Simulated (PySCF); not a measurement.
Compound: SiHMe2(NHMe), C3H11NSi.
SMILES: `[H][Si](C)(C)NC`

Level of theory: TDDFT B3LYP/def2-SVPD, vertical, gas phase, core orbitals frozen in the response in PySCF. One conformer (not necessarily the lowest) at the PBE0-D3(BJ)/def2-SVP geometry, without solvent, vibrations or thermal averaging.

```tsv
state	λ (nm)	E (eV)	f	|μ| (D)	main configurations (H = HOMO, L = LUMO)
S1	220.7	5.62	0.0070	0.57	H→L (90%)
S2	203.5	6.09	0.0056	0.49	H→L+1 (93%)
S3	193.0	6.42	0.020	0.90	H→L+2 (88%)
S4	183.7	6.75	0.027	1.03	H→L+3 (91%)
S5	177.5	6.98	0.020	0.88	H→L+4 (94%)
S6	166.1	7.46	0.030	1.03	H→L+5 (81%), H→L+6 (13%)
S7	165.5	7.49	0.0065	0.48	H→L+6 (72%), H→L+5 (12%), H→L+7 (9%)
S8	158.0	7.85	0.0081	0.52	H→L+7 (86%), H→L+6 (9%)
S9	156.5	7.92	0.031	1.01	H-1→L (86%)
S10	155.3	7.98	0.014	0.69	H→L+8 (87%), H-1→L (8%)
```

Triplets, Tamm–Dancoff:

```
state  E (eV)  λ (nm)  main configurations (H = HOMO, L = LUMO)
   T1    5.44   228.0                                 H→L (82%)
   T2    6.04   205.2                               H→L+1 (91%)
   T3    6.22   199.5         H→L+2 (76%), H→L (9%), H→L+3 (9%)
   T4    6.56   188.9                  H→L+3 (77%), H→L+2 (14%)
```

The lowest singlet lies at 5.62 eV (221 nm, ultraviolet) and is weak; its leading configuration is HOMO→LUMO (90%). The largest oscillator strength of a single state is 0.031. Löwdin shares by element: HOMO nitrogen 57%, carbon 18% or more, silicon 8% (atoms not listed hold the other 18%); LUMO carbon 33%, silicon 17% (atoms not listed hold the other 50%). Orbital energies (eV): HOMO-3 -9.40, HOMO-2 -8.59, HOMO-1 -8.46, HOMO -6.24, LUMO 0.36, LUMO+1 0.74, LUMO+2 1.07. The listed states span 2.36 eV. Of the 10 states listed, 6 reach f = 0.01 and none stays under 0.0005. All these states lie below the vertical ionisation energy of 8.47 eV (ΔSCF). Singlets were solved by full linear response, triplets in the Tamm–Dancoff approximation.

On one thread of an Arm Neoverse V1, shared host with 32 logical CPUs at a one-minute load of 26, this took 46 s (with the writing of density and orbital grids) and 0.92 GiB of memory at its peak.
